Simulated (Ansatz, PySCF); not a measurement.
C4H9FSi, SMILES C1[SiH2]CC1(C)F. Atoms are numbered in the order given.

```xyz
15

C      1.2970     1.4052     0.0000
C     -0.0658     0.7431     0.0000
F     -1.0158     1.7523     0.0000
C     -0.2597    -0.2255    -1.1882
Si     0.1865    -1.6356     0.0000
C     -0.2597    -0.2255     1.1882
H      1.4065     2.0364    -0.8939
H      1.4065     2.0364     0.8939
H      2.1051     0.6581     0.0000
H     -1.3347    -0.2802    -1.4240
H      0.2971     0.0097    -2.1052
H      1.6267    -2.0313     0.0000
H     -0.6623    -2.8635     0.0000
H      0.2971     0.0097     2.1052
H     -1.3347    -0.2802     1.4240
```
Charge 0, spin multiplicity 1.

Geometry optimised at PBE0-D3(BJ)/def2-SVP. The structure was generated by enumeration, and PubChem lists no compound with its InChIKey, so it may never have been made.

Two levels are set side by side: PBE-D3(BJ)/def2-SVP (Ansatz, a first-principles code) and PBE0-D3(BJ)/def2-SVP (Ansatz). Each level has its own optimised geometry; the coordinates shown are those of the second. Frequencies come from the Hessian of PySCF at each geometry. Differences are taken from unrounded values.

| quantity | PBE0-D3(BJ) | PBE-D3(BJ) | PBE-D3(BJ) minus PBE0-D3(BJ) |
|---|---|---|---|
| mean bond length (Å) | 1.365 | 1.375 | 0.010 |
| bond C1–C2 (Å) | 1.515 | 1.524 | 0.009 |
| bond C2–F3 (Å) | 1.386 | 1.404 | 0.018 |
| bond C2–C4 (Å) | 1.545 | 1.556 | 0.011 |
| bond C2–C6 (Å) | 1.545 | 1.556 | 0.011 |
| bond C4–Si5 (Å) | 1.897 | 1.910 | 0.013 |
| bond Si5–C6 (Å) | 1.897 | 1.910 | 0.013 |
| bond C1–H7 (Å) | 1.100 | 1.108 | 0.008 |
| bond C1–H8 (Å) | 1.100 | 1.108 | 0.008 |
| bond C1–H9 (Å) | 1.100 | 1.109 | 0.008 |
| bond C4–H10 (Å) | 1.102 | 1.110 | 0.008 |
| bond C4–H11 (Å) | 1.098 | 1.106 | 0.008 |
| bond Si5–H12 (Å) | 1.494 | 1.504 | 0.010 |
| bond Si5–H13 (Å) | 1.493 | 1.503 | 0.011 |
| bond C6–H14 (Å) | 1.098 | 1.106 | 0.008 |
| bond C6–H15 (Å) | 1.102 | 1.110 | 0.008 |
| highest harmonic wavenumber (cm⁻¹) | 3174 | 3086 | -89 |
| mean harmonic wavenumber (cm⁻¹) | 1341 | 1296 | -45 |
| zero-point energy (kcal/mol) | 74.78 | 72.27 | -2.51 |

GGA bonds tend to be longer and softer than those of functionals with exact exchange. Differences between two approximate levels are no errors against the true value.
